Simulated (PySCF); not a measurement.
**What settings do to a single point of Pr(OH)3**

The sound run of Pr(OH)3 (singlet in the valence; each metal's 4f electrons, 2 of them, lie in its core potential, out of spins and levels) uses PySCF 2.14.0, RKS TPSS, Pr lcecp-1-SVP with ECP48, O def2-SVP, H def2-SVP; non-relativistic Hamiltonian with scalar-relativistic core potentials where named; density fitting; no spin-orbit coupling, grid (50, 194), threshold 1e-8 Eh and 55 cycles, at the relaxed geometry:

```xyz
7

Pr    0.0000    0.0000   -0.3376
O     2.1056    0.0000    0.0655
H     3.0185    0.0000    0.3842
O    -1.0528    1.8235    0.0655
H    -1.5092    2.6141    0.3842
O    -1.0528   -1.8235    0.0655
H    -1.5092   -2.6141    0.3842
```

There Pr1 has a Mulliken charge of 1.02 e and the dipole about the centre of mass is 1.33 D. Each run below changes one thing and starts from free metal ions and neutral atoms unless it says otherwise; with 55 cycles, smearing, a level shift and second-order steps follow where DIIS fails, and their cycles count. Energy shifts count from the sound run. On f atoms grids over 110 angular points are at least (60, 302).

| change | outcome | cycles | energy shift (eV) | largest force component (eV/Å) | charge on Pr1 (e) | dipole about the centre of mass (D) |
| --- | --- | --- | --- | --- | --- | --- |
| spin (2S) set to 8, limit 93 cycles | not converged | 56 | – | – | – | – |
| threshold 1e-05 | converged | 6 | 0.0000 | 0.01 | 1.02 | 1.33 |

One further run converged with energy shift (eV) 0.53, largest force component (eV/Å) 4.34, charge on Pr1 (e) 1.06, dipole about the centre of mass (D) 1.54. Which change was it?
A. start from a density of up to 30 smeared cycles (not counted)
B. all coordinates × 1.12
C. grid (15, 26)

C.

And the other changes listed?


| change | outcome | cycles | energy shift (eV) | largest force component (eV/Å) | charge on Pr1 (e) | dipole about the centre of mass (D) |
| --- | --- | --- | --- | --- | --- | --- |
| all coordinates × 1.12 | converged | 9 | 2.31 | 3.87 | 1.12 | 1.78 |
| start from a density of up to 30 smeared cycles (not counted) | converged | 8 | 0.0000 | 0.01 | 1.02 | 1.33 |

Unsound on purpose, so not properties of the compound: grid (15, 26).

Forces carry noise of the integration grid, about 0.01 to 0.03 eV/Å.

No frequency check is given that shows the relaxed geometry to be a minimum. An lcecp potential fixes the number of 4f electrons, so in runs with it no electron can move into or out of that shell.
